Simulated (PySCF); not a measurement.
## Worked example: dipole moment from atomic charges

B(GeH3)(OH)2 (BGeH5O2), SMILES [GeH3][B](O)O. Atoms are numbered in the order given.

```xyz
9

B     -1.0146     0.1147     0.3641
Ge     0.9399    -0.1020    -0.3355
H      1.1363    -1.4538    -1.0486
H      1.3081     0.9975    -1.3514
H      1.9657    -0.0467     0.8139
O     -1.3768    -0.2696     1.6186
H     -0.6474    -0.6159     2.1406
O     -2.0054     0.6324    -0.4127
H     -1.7083     0.9056    -1.2852
```
Charge 0, spin multiplicity 1.

The structure is a stationary point at ωB97X-D3(BJ)/def2-SVP. The structure was generated by enumeration, and PubChem lists no compound with its InChIKey, so it may never have been made. Other conformers were not sampled.

Charges (e) from CAM-B3LYP/def2-TZVP (PySCF):

| atom | IAO | Mulliken |
|---|---|---|
| B1 | 0.334 | 0.237 |
| Ge2 | 0.245 | -0.133 |
| H3 | -0.080 | -0.007 |
| H4 | -0.087 | -0.011 |
| H5 | -0.087 | -0.012 |
| O6 | -0.538 | -0.361 |
| H7 | 0.377 | 0.324 |
| O8 | -0.538 | -0.361 |
| H9 | 0.376 | 0.324 |

The dipole moment of the full density is 1.54 D.

What dipole moment does each set of point charges give, and which comes closer to that of the density?


μ = Σ q r, and 1 e Å = 4.8032 D.
IAO: Σ q r = (0.449, -0.040, -0.155) e Å, |μ| = 2.29 D.
Mulliken: Σ q r = (0.046, 0.003, -0.015) e Å, |μ| = 0.23 D.
IAO comes closer in size. Point charges leave out the atoms' own dipoles (lone pairs, polarised bonds); fits to the potential absorb them, partitions of the density don't.
